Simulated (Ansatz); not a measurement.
## Ansatz (development build ahead of 0.2.0) run

```yaml
crystal:
  periodic: [false, false, false]
  atoms:
    - { symbol: H, position_ang: [1.1, 0.0, 0.0] }
    - { symbol: H, position_ang: [0.55, 0.95263, 0.0] }
    - { symbol: H, position_ang: [-0.55, 0.95263, 0.0] }
    - { symbol: H, position_ang: [-1.1, 0.0, 0.0] }
    - { symbol: H, position_ang: [-0.55, -0.95263, 0.0] }
    - { symbol: H, position_ang: [0.55, -0.95263, 0.0] }
basis:
  gaussian: { orbitals: def2-SVP }
hamiltonian:
  xc: hf
correlation:
  method: mp2
  frozen_orbitals: { H: 0 }
output:
  forces: true
```

The input is written out in the form of the current development build from the run's settings.

Results

```json
{"Converged": "yes", "Reference energy": "-3.23321 hartree", "Correlation energy": "-0.10938 hartree", "Total energy": "-3.34259 hartree"}
```

Forces (eV/Å):
| atom | Fx | Fy | Fz |
| --- | --- | --- | --- |
| H1 | -1.256 | 0.000 | 0.000 |
| H2 | -0.628 | -1.088 | 0.000 |
| H3 | 0.628 | -1.088 | 0.000 |
| H4 | 1.256 | 0.000 | 0.000 |
| H5 | 0.628 | 1.088 | 0.000 |
| H6 | -0.628 | 1.088 | 0.000 |

Caution: bonds are stretched, where a single reference can fail; stretched shape with no unrestricted run beside it, a lower state can exist.
